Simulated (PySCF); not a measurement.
CHCl, SMILES Cl[CH] (connectivity only; charge and spin as stated), neutral, multiplicity 1. Atoms are numbered in the order given.

```xyz
3

C     -0.1767    -1.1689     0.0000
Cl     0.0111     0.5027     0.0000
H      0.8711    -1.5322     0.0000
```

Geometry optimised at ωB97X-D3(BJ)/def2-TZVPD. The isomer is the one that the SMILES or the coordinates give; other isomers of the formula were not compared.

Level of theory: r2SCAN/def2-TZVPD (PySCF).

Symmetry labels are those of the subgroup Cs that the program uses (full group Cs).

Computed valence orbital energies around the gap with their symmetry:
```tsv
orbital	symmetry	energy (eV)
HOMO−7	A"	-194.70
HOMO−6	A'	-194.53
HOMO−5	A'	-23.75
HOMO−4	A'	-16.46
HOMO−3	A'	-11.70
HOMO−2	A"	-10.13
HOMO−1	A'	-9.48
HOMO	A'	-5.92
LUMO	A"	-4.22
LUMO+1	A'	0.09
LUMO+2	A'	0.78
LUMO+3	A"	1.72
```
